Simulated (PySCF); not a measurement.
TDDFT excited states: C5H6ClNO2

C5H6ClNO2.
Z-matrix (Å and degrees, GFN2-xTB geometry), rows numbered from 1:
```
C 
C   1  1.3267
Cl  2  1.7435  1  119.95
O   2  1.3391  1  121.50  3  -179.27
C   4  1.3662  2  123.22  1  -175.86
C   5  1.3316  4  119.95  2  -178.14
N   6  1.3883  5  123.08  4  -179.81
C   7  1.3590  6  122.77  5  -179.13
O   8  1.2023  7  125.32  6    -0.07
H   1  1.0735  2  119.76  3  -179.97
H   1  1.0713  2  121.58  3     0.35
H   5  1.0819  4  117.10  2     1.88
H   6  1.0787  5  122.53  4     0.15
H   7  1.0097  6  117.50  5     0.39
H   8  1.1051  7  111.46  6   179.99
```

Computed with PySCF 2.14.0, density-fitted response routines, TDDFT wB97X-D/def2-SVPD, vertical, gas phase, core orbitals frozen in the response.

Problem. Predict the UV-vis stick spectrum at this level.

Solution. 

```
state  E (eV)  E (hartree)       f   main configurations (H = HOMO, L = LUMO)
   S1    5.42       0.1994   0.887                                  H→L (94%)
   S2    5.58       0.2051  0.0018  H-2→L (67%), H-2→L+2 (14%), H-2→L+6 (13%)
   S3    5.77       0.2120  0.0088                                H→L+1 (76%)
   S4    6.10       0.2243  0.0009                 H→L+3 (59%), H-1→L+1 (13%)
   S5    6.37       0.2340   0.103                                H→L+2 (86%)
   S6    6.62       0.2432   0.036                                H→L+4 (70%)
   S7    7.04       0.2585   0.013       H→L+6 (68%), H-1→L (16%), H→L+5 (8%)
   S8    7.14       0.2624  0.0030                                H→L+5 (54%)
```

Triplets, Tamm–Dancoff:

```tsv
state	E (eV)	λ (nm)	main configurations (H = HOMO, L = LUMO)
T1	3.61	343.2	H→L (80%)
T2	4.18	296.3	H→L+2 (49%), H-1→L (20%), H-1→L+2 (18%)
T3	5.14	241.4	H-2→L (63%), H-2→L+6 (16%), H-2→L+2 (14%)
```

The lowest singlet comes at 229 nm (523 kJ/mol) in the ultraviolet; it is strong; its leading configuration is HOMO→LUMO (94%). The lowest level is also the most intense of those listed (f = 0.887). Löwdin shares by element: HOMO carbon 47% or more, oxygen 17% or more (atoms not listed hold the other 37%); LUMO carbon 50% or more, oxygen 11% or more (atoms not listed hold the other 39%). Weighted by f, the mean energy of these states is 5.59 eV. Of the 8 states listed, 4 reach f = 0.01 and none stays under 0.0005. Orbital energies (eV): HOMO-3 -11.55, HOMO-2 -9.95, HOMO-1 -9.72, HOMO -8.05, LUMO 1.06, LUMO+1 1.74, LUMO+2 1.98. Only the lowest 8 singlets were computed, as vertical energies without vibronic structure.

One conformer stands for the species.
